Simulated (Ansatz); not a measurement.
```yaml
crystal:
  periodic: [false, false, false]
  atoms:
    - {symbol: Mg, position_ang: [-1.557458, 1.830583, -1.319993]}
    - {symbol: Mg, position_ang: [-1.717859, 1.427815, 1.781808]}
    - {symbol: Mg, position_ang: [0.617908, -0.910846, 1.927764]}
    - {symbol: Mg, position_ang: [2.468895, -0.844575, -0.270144]}
    - {symbol: Mg, position_ang: [0.973003, 1.597213, 0.304433]}
    - {symbol: Si, position_ang: [0.152238, -2.351470, -0.689548]}
    - {symbol: Si, position_ang: [-1.228553, -0.608829, 0.016427]}
    - {symbol: Si, position_ang: [0.291835, -0.139890, -1.750747]}
basis:
  gaussian: {orbitals: cc-pVTZ, final_grid: {core_spheres: 20, valence_spheres: 16, degree: 47}}
hamiltonian: {xc: {name: BHLYP}, dispersion: d3bj}
scf: {omitted_lower_state_checks: [starts]}
output: {forces: true}
```

```sh
$ ansatz run in.yaml --threads 4 --pin off --events-out ev --progress --plain --max-ram 4787MiB
```

It prints (some lines left out):

```
Functional definition: BHLYP
1628 factors; integrals over basis functions are off by at most 1.1e-3 eV
mean field evaluation 1: about -50844.4917 eV, gradient 4.6e1 eV
mean field evaluation 2: about -50760.0030 eV, gradient 1.4e2 eV
mean field evaluation 4: about -50851.5808 eV, gradient 2.2e1 eV
mean field evaluation 8: about -50855.1006 eV, gradient 2.8e0 eV
mean field evaluation 16: about -50855.1863 eV, gradient 2.7e-2 eV
mean field -50855.18632918 eV, -1868.8936267142 hartree, gradient 6.9e-5 eV, S^2 0.000000; 0 other end points of the search recorded, 0 dependent functions left out
reference -50855.18650234 eV, -1868.8936330776 hartree; 51, 51 occupied and 221, 221 virtual orbitals, 1628 factors
Total energy: -50856.51351697 eV, -1868.9423999657 hartree
Atom 0 at    -1.557458     1.830583    -1.319993 Å, force    -0.055767    -0.374927     0.262392 eV/Å
Atom 1 at    -1.717859     1.427815     1.781808 Å, force     0.487207    -0.217681    -0.816000 eV/Å
Atom 2 at     0.617908    -0.910846     1.927764 Å, force     0.178295     0.052642     0.068966 eV/Å
Atom 3 at     2.468895    -0.844575    -0.270144 Å, force     0.031466     0.137426     0.141881 eV/Å
Atom 4 at     0.973003     1.597213     0.304433 Å, force     0.278953    -0.092222     0.144290 eV/Å
Atom 5 at     0.152238    -2.351470    -0.689548 Å, force    -0.484630     0.348632     0.363771 eV/Å
Atom 6 at    -1.228553    -0.608829     0.016427 Å, force    -0.216560    -0.537048    -0.356668 eV/Å
Atom 7 at     0.291835    -0.139890    -1.750747 Å, force    -0.218963     0.683176     0.191367 eV/Å
Dipole moment:     0.049045     0.524376     0.562337 e Å
Checks for a lower state left out: starts
```

Hardware: 4 threads of Arm Neoverse V1 on a shared host. Wall time 32 s, peak host memory 1.2 GiB.
